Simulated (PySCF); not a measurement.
Compound: C5H6NPS.
Numbering: `[CH3:1][S:2][c:3]1[n:4][cH:5][cH:6][cH:7][p:8]1` (hydrogens: H9, H10, H11 on C1; H12 on C5; H13 on C6; H14 on C7)

Structure used (GFN2-xTB), in Å, numbered top down from 1:
```xyz
14
C5H6NPS angstrom
C      2.7038   -0.8993   -0.1194
S      1.9938    0.3234   -1.2535
C      0.3469    0.4175   -0.6472
N      0.0615   -0.3454    0.3791
C     -1.1401   -0.3673    0.9282
C     -2.2242    0.3867    0.5103
C     -2.1377    1.2601   -0.5592
P     -0.7174    1.5391   -1.5086
H      2.6360   -0.5209    0.8951
H      3.7388   -1.0308   -0.4167
H      2.1518   -1.8287   -0.2119
H     -1.2324   -1.0443    1.7687
H     -3.1617    0.2854    1.0381
H     -3.0196    1.8239   -0.8402
```

Computed at PBE0/pcSseg-1 (PySCF, non-relativistic), with Q(33S) = −0.0678 b, Q(14N) = 0.02044 b: S2, 33S (I = 3/2): χzz = 38.85 MHz, η = 0.908; N4, 14N (I = 1): χzz = -5.130 MHz, η = 0.220.

Task: Find the zero-field quadrupole resonance frequencies of 33S at S2.

Result: From ν = (|χ|/2)√(1 + η²/3): ν = 21.93 MHz (sulfide sulfur).

Task: Where would the pure quadrupole (NQR) lines of 14N at N4 fall for the rigid, isolated species?

Result: From ν± = (3/4)|χ|(1 ± η/3) and ν0 = |χ|η/2: ν+ 4.130 MHz, ν− 3.565 MHz, ν0 0.565 MHz (pyridine-type nitrogen).

In a crystal, neighbours and librations shift these lines. GFN2-xTB bond lengths can be off by several hundredths of an ångström, more for odd bonds, and the gradients follow them. A larger basis could move these couplings by a tenth or more.

The run behind these numbers computed NMR shieldings as well. The run took 27 s on one thread, Arm Neoverse V1 (aarch64), no GPU, shared host with 32 logical CPUs at a one-minute load of 17, and the process peaked at 0.86 GiB of memory.

One conformer stands for the species.
